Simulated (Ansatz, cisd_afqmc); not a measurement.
System: AlH, charge 0, triplet. This triplet is an excited state, 1.9 eV above the singlet at CCSD(T)/cc-pV(5+d)Z (Ansatz, an electronic-structure program). AlH (SMILES [AlH], triplet).
B3LYP-D3(BJ)/def2-TZVP minimum from Ansatz:
```xyz
2

Al     0.0000     0.0000    -0.1147
H      0.0000     0.0000     1.4914
```
Charge 0, spin multiplicity 3.

Total energies in cc-pV(D+d)Z, 4 correlated electrons, 5 frozen orbitals. Open shells are spin-unrestricted; no spin-orbit coupling. Cores are frozen in correlated methods. No relativity. AFQMC/CISD: phaseless, guided by CISD from CCSD amplitudes; bars are statistical, one sigma. Outlying blocks are dropped, and bars are widened where a walk drifts. Over all cases where full CI ran beside it in this data, AFQMC minus full CI had a median of +0.1 mEh and passed +0.4 mEh in a tenth of the cases. Full CI freezes restricted core orbitals and the other rows unrestricted ones, which leaves a small offset even where coupled cluster is exact. The spin of HAl ([AlH], triplet) was assumed, and the state is the lowest solution found for it.

| method | program | energy (Eh) | error against FCI (mEh) |
|---|---|---|---|
| HF | Ansatz | -242.41228 | 50.72 |
| MP2 | Ansatz | -242.44698 | 16.02 |
| CCSD | Ansatz | -242.46149 | 1.51 |
| CCSD(T) | Ansatz | -242.46250 | 0.50 |
| CCSDT(Q) | Ansatz | -242.46301 | -0.01 |
| CCSDTQ | Ansatz | -242.46302 | -0.01 |
| AFQMC/CISD | cisd_afqmc | -242.4629 ± 0.0001 | 0.1 ± 0.1 |
| FCI | Ansatz | -242.46300 | 0.00 |
